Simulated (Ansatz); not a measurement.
`C[SiH]1[SiH2][SiH2]1` + `N[Si](O)(F)F` → `CO[Si](N)(F)F` + `[SiH2]1[SiH2][SiH2]1`  (substitution at a C–Si bond)

Gas-phase electronic energies from Ansatz, PBE0-D4/def2-TZVP geometries. CCSD(T)/CBS adds triple-zeta CCSD(T) − MP2 to the extrapolated MP2 energy (def2 sets, frozen cores). Functionals use def2-TZVPP. B3LYP here is the variant with VWN-RPA as its local correlation; programs differ in this. Each species was taken in one conformer, which may not be the lowest.

`C[SiH]1[SiH2][SiH2]1`:

```xyz
12

C     0.716    1.914    0.359
Si   -0.308    0.571   -0.454
Si   -1.184   -1.236    0.725
Si    0.507   -1.573   -0.851
H     1.351    2.408   -0.379
H     0.068    2.661    0.821
H     1.355    1.487    1.134
H    -1.211    1.066   -1.527
H    -2.573   -1.692    0.464
H    -0.783   -1.417    2.144
H     1.836   -1.938   -0.294
H     0.226   -2.251   -2.141
```

`N[Si](O)(F)F`:

Cartesian coordinates in Å:
```
N -0.050 -1.141 0.359
Si -0.083 0.350 -0.426
O 0.633 1.516 0.438
F 0.652 0.400 -1.824
F -1.608 0.656 -0.727
H 0.814 -1.537 0.691
H -0.727 -1.852 0.136
H 0.369 1.608 1.354
```

`CO[Si](N)(F)F`:

Z-matrix (Å, degrees):
```
C
O 1 1.413
H 1 1.093 2 110.5
H 1 1.093 2 111.5 3 -121.5
H 1 1.091 2 108.0 3 118.9
Si 2 1.611 1 126.4 3 81.0
F 6 1.591 2 107.7 1 35.8
N 6 1.675 2 108.8 1 161.6
F 6 1.585 2 113.4 1 -78.2
H 8 1.004 6 122.5 2 -39.6
H 8 1.004 6 122.6 2 155.6
```

`[SiH2]1[SiH2][SiH2]1`:

Z-matrix (Å, degrees):
```
Si
Si 1 2.330
Si 1 2.330 2 60.0
H 1 1.484 2 118.5 3 -108.3
H 1 1.484 2 118.5 3 108.3
H 2 1.484 1 118.6 3 -108.4
H 2 1.484 1 118.5 3 108.2
H 3 1.484 1 118.5 2 -108.2
H 3 1.484 1 118.6 2 108.3
```

Question: Is it downhill or uphill in electronic energy at CCSD(T)/CBS, and by how much? (Best estimate.)

Answer: Computed: Uphill: ΔE = +0.99 eV.

Question: What do these levels give: B3LYP-D4, ωB97M-V, r2SCAN, PBE0, CCSD/def2-TZVPP, CCSD/CBS(def2)? (Estimate.)

Answer: The calculation gave: B3LYP-D4 0.90, ωB97M-V 0.96, r2SCAN 0.98, PBE0 0.97, CCSD/def2-TZVPP 0.94, CCSD/CBS(def2) 0.97 eV.

Largest T1 diagnostic among the species: 0.015.

In def2-TZVPP, CCSD(T) changes the Hartree–Fock value by +0.17 eV (the triples alone add +0.02 eV) and MP2 by +0.26 eV.
